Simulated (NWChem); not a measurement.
# TiN$_{3}$H$_{5}$; SMILES [Ti](=[NH])([NH2])[NH2]

```xyz
9

Ti    -0.0371     0.0779     0.0000
N     -1.6941    -0.0504     0.0000
H     -2.7058    -0.1609     0.0000
N      0.7947    -0.0510     1.7111
H      0.3266    -0.1686     2.6060
H      1.8001    -0.0744     1.8783
N      0.7947    -0.0510    -1.7111
H      1.8001    -0.0744    -1.8783
H      0.3266    -0.1686    -2.6060
```
Atoms are numbered in this order, from 1.

Computed with NWChem. Pople sets run with spherical d functions. Structure relaxed at the PBE0/def2-SVP level. No frequency run checked for a minimum. Level SCAN/6-31G*: energy and gradient on several grids; changes count from the extra-fine grid, which is no exact limit either.

| grid | size of the energy change (μHa) | largest change of a gradient component (μHa/bohr) | time, medium = 1 (rough) |
|---|---|---|---|
| xcoarse | 1000 | 2000 | about 1 |
| coarse | 7000 | 3000 | about 1 |
| medium | 7000 | 700 | about 1 |
| fine | 2000 | 700 | 2 |
| xfine | < 10 | < 30 | 2 |
